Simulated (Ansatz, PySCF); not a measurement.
W(OH)2(H)4 (H₆O₂W), SMILES [OH][WH4][OH], multiplicity 1.

Geometry: PBE0-D3(BJ)/def2-SVP. A frequency run showed that this geometry is not a minimum. The multiplicity is an assumed one; no other spin state was optimised. The structure was generated by enumeration; whether it is a known compound was not checked. The def2 effective core potentials stand for the cores of W; spin–orbit coupling is left out. Other conformers were not sampled.

Vertical ionisation energy (IE) and electron affinity (EA) in eV. Rows of orbital energies are one-electron estimates. Where ΔSCF, EOM or ADC give a negative EA the extra electron is unbound and the value depends on the basis.

```json
[
 {"level": "−ε(HOMO), −ε(LUMO), PBE0/def2-TZVPD (PySCF)", "IE": "7.58", "EA": "1.87"},
 {"level": "−ε(HOMO), −ε(LUMO), PBE/def2-TZVPD (PySCF)", "IE": "6.29", "EA": "2.92"},
 {"level": "ΔSCF, PBE0/def2-SVPD (Ansatz), final states of multiplicity 2 and 2", "IE": "9.84", "EA": "0.06"},
 {"level": "ΔSCF, PBE/def2-SVPD (Ansatz), final states of multiplicity 2 and 2", "IE": "___", "EA": "___"}
]
```

Problem. Fill in the missing entries. (An estimate is asked for; the answer gives what the named calculation found.)

Solution. 
- ΔSCF, PBE/def2-SVPD (Ansatz, an electronic-structure program), final states of multiplicity 2 and 2, IE: 9.61
- ΔSCF, PBE/def2-SVPD (Ansatz), final states of multiplicity 2 and 2, EA: -0.13

Problem. What vertical singlet–triplet gap does ΔSCF give with PBE0/def2-SVPD (Ansatz) and with PBE/def2-SVPD (Ansatz)? (An estimate is asked for; the answer gives what the named calculation found.)

Solution. 3.27 and 3.34 eV (triplet above singlet where positive).
